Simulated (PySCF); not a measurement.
NMR data simulated for an unnamed compound:

¹H NMR (400 MHz, computed): δ 7.99 (m, 2H), 7.75 (m, 1H), 7.75 (m, 2H), 6.91 (m, 1H), 6.58 (m, 1H), 6.51 (m, 1H), 1.56 (m, 3H).

¹³C{¹H} NMR (computed): δ 142.8 (CH), 142.2 (C), 141.1 (CH2), 136.5 (CH), 135.4 (CH), 133.7 (CH), 21.6 (CH3).

PySCF calculation with NMR shieldings at PBE0/pcSseg-1/GIAO and GFN2-xTB structure; a single conformation, isolated molecule, no relativistic terms, averaged over atoms made equivalent by symmetry, fast rotation or ring inversion.

References, each an isolated molecule treated in the same way: ¹H and ¹³C vs TMS.

**Question.** Which of these does the molecule contain: a three-membered ring, a vinyl group CH=CH2, a benzene ring, an ester, a non-aromatic C=C double bond, a methoxy group?

**Answer.** 
- A three-membered ring: no.
- A vinyl group CH=CH2: yes (δC 141.1, 142.8; δH 6.91 (m), 6.51 (m), 6.58 (m)).
- A benzene ring: yes.
- An ester: no.
- A non-aromatic C=C double bond: yes.
- A methoxy group: no.

The data belong to SMILES C=C[P@](C)(=O)c1ccccc1, C₉H₁₁OP; they needn't prove each group on their own.

Carbon signals by region: 6 in the sp2 and nitrile region (100–160 ppm), 1 below 50 ppm.

Splittings by ³¹P in the carbon and heteronuclear signals aren't shown, as no couplings were computed. Shifts are as computed. Against solution values, carbons near 30 ppm lie about +3 ppm off and those near 130 ppm about +5 ppm. Of 1211 compounds with measured shifts, 218 miss one by over three times the rms of a fit or turn the order of signals round; such compounds aren't used in these exercises. No couplings were computed; multiplicities are counted from neighbouring protons, with m where these are inequivalent, close in shift, in a saturated or five-membered ring or joined by F or P, and br s for small geminal =CH2 splittings.
